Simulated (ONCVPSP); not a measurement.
**Transferability test, ONCV potential for molybdenum**

| Quantity | Value |
| --- | --- |
| Element | molybdenum (Mo) |
| Generator | ONCVPSP 4.0.1 |
| Type | optimised norm-conserving Vanderbilt (ONCV) |
| Functional | PBEsol |
| Relativity | fully relativistic |
| Frozen core | [Ar] 3d10 |
| Valence charge | 14 |
| Reference configuration | 4s2 4p6 4d5.5 5s0.5 |
| Partial waves | 4s+5s: rc 1.65 bohr, ncon 3, nbas 6, qcut 6.8 1/bohr, 2 projectors; 4p: rc 1.15 bohr, ncon 4, nbas 7, qcut 5.8 1/bohr, 2 projectors, debl 1.1 Ha; 4d: rc 1.55 bohr, ncon 4, nbas 8, qcut 6.5 1/bohr, 1 projector |
| Local potential | polynomial inside 0.75 bohr (lpopt 5, dvloc0 3 Ha) |
| Core correction | none |

Open shells are filled in proportion to 2j + 1.

In the p channel the program set the typed energies aside and used -1.343, 0.250 Ha (j = l + 1/2; the other j can differ).

Energies are relative to the spin-unpolarised reference configuration 4s2 4p6 4d5.5 5s0.5; without spin polarisation the order of configurations can differ from experiment.

(1) Give the all-electron excitation energy and the error of the potential for: 4s2 4p6 4d5 5s1; 4s2 4p6 4d5 5s0; 4s2 4p6 4d4 5s0; 4s2 4p6 4d4 5s1.

Note: ghosts flagged at negative energy: s at -86.6 eV; GHOST(+) flagged for p3/2 at 252.1 eV, p1/2 at 270.5 eV. A true bound ghost makes a file unfit for plane-wave use.

## Answers

(1)

| valence configuration | charge | ΔE all-electron (eV) | error AE − PS (meV) |
| --- | --- | --- | --- |
| 4s2 4p6 4d5 5s1 | 0 | -0.287 | -0.2 |
| 4s2 4p6 4d5 5s0 | +1 | 6.619 | +0.3 |
| 4s2 4p6 4d4 5s0 | +2 | 22.074 | +2.4 |
| 4s2 4p6 4d4 5s1 | +1 | 7.797 | +0.2 |
